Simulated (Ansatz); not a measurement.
```xyz
3

O     0.0000    0.0000   -1.5475
C     0.0000    0.0000   -0.4836
S     0.0000    0.0000    0.9551
```

Basis set: cc-pVDZ (spherical functions). Correlated methods keep 7 orbitals frozen. Charge 0, multiplicity 1.

Computed with Ansatz (development build ahead of 0.2.0); each method stands on the lowest determinant of its kind that the runs found. Restricted open shells among the atoms or ions are ROHF, correlated in semicanonical orbitals with singles.

(1) Give the atomization energy at this shape (free ground-state atoms in the same class of orbitals less the molecule, no zero-point energy) of singlet COS by RHF-MP2, RHF.

Answers

(1)

```csv
method,atomization energy
RHF-MP2,287.03 kcal/mol
RHF,183.55 kcal/mol
```

Caution: no unrestricted run beside it, a lower state can exist; the shape is not the minimum.
